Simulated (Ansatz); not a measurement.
Cartesian coordinates in Å:
```
F -0.993 2.430 0.067
C -0.574 1.171 0.057
C -1.330 0.106 0.292
C -0.506 -1.122 0.119
F -0.859 -1.767 -1.074
C 0.938 -0.614 0.040
C 0.851 0.888 -0.257
H -2.389 0.110 0.504
H -0.649 -1.870 0.903
H 1.429 -0.777 1.001
H 1.490 -1.176 -0.714
H 1.068 1.138 -1.300
H 1.526 1.484 0.363
```

Charge 0, multiplicity 1.

Problem. List the ωB97M-V/def2-TZVPP orbital energies in eV (Ansatz 0.2.0). (Best estimate.)

Solution. The calculation gave: Occupied: -678.29, -676.89, -284.10, -283.73, -281.98, -281.81, -281.48, -37.49, -35.79, -27.06, -23.39, -22.90, -19.68, -19.14, -17.69, -17.08, -16.28, -16.09, -15.38, -15.11, -14.59, -13.58, -12.99, -12.61, -11.90, -11.82, -9.79. Lowest empty: 2.26, 2.62, 3.33, 3.86, 3.94, 4.38, 4.83, 5.46.
